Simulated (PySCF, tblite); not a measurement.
Compound: C4H11BClSi (doublet state).
Cartesian coordinates in Å at the GFN2-xTB level; atoms count from 1:
```
atom  x, y, z in Å
C1     3.2933   -0.0381   -0.5045
B2     2.3438    1.1285   -0.0095
C3     0.9043    0.8913    0.3429
Si4   -0.2561   -0.2755   -0.5349
C5    -2.0335    0.0940    0.0581
C6    -3.0346   -0.8129   -0.6101
Cl7   -4.7113   -0.4388   -0.0888
H8     2.7750   -0.9830   -0.6395
H9     4.1080   -0.2020    0.1990
H10    3.7628    0.2363   -1.4477
H11    2.7975    2.2113    0.0655
H12    0.4638    1.4452    1.1645
H13   -0.1931   -0.1180   -1.9959
H14    0.0566   -1.6798   -0.2096
H15   -2.1043   -0.0284    1.1400
H16   -2.2915    1.1317   -0.1575
H17   -3.0237   -0.6970   -1.6932
H18   -2.8659   -1.8584   -0.3552
```

Jobs on this species (18 atoms, 71 electrons) with PySCF (density fitting) and tblite. Hardware of each: one thread of an Arm Neoverse V1, no GPU (shared host). Times come from a shared host and carry two figures at best.

```
                                                            level and settings                                                               work  basis functions  SCF cycles  wall time
                                                                      GFN2-xTB                                      Hessian by finite differences                –           –     0.74 s
                                                                      GFN2-xTB                                                  L-BFGS relaxation                –           –          ?
UKS B3LYP, pcH-1 on B C Cl H Si, non-relativistic, mean-field spin-orbit, GIAO  unrestricted SCF, g, hyperfine, density and orbital grids written              305          12    2.0 min
```

Question: Fill in the missing figures.

Answer: 
- GFN2-xTB; L-BFGS relaxation: 1.1 s

Question: What do all jobs in the table cost together?

Answer: About 2.0 min; the longest takes about 98 % of that, and about 160 times as long as the shortest.
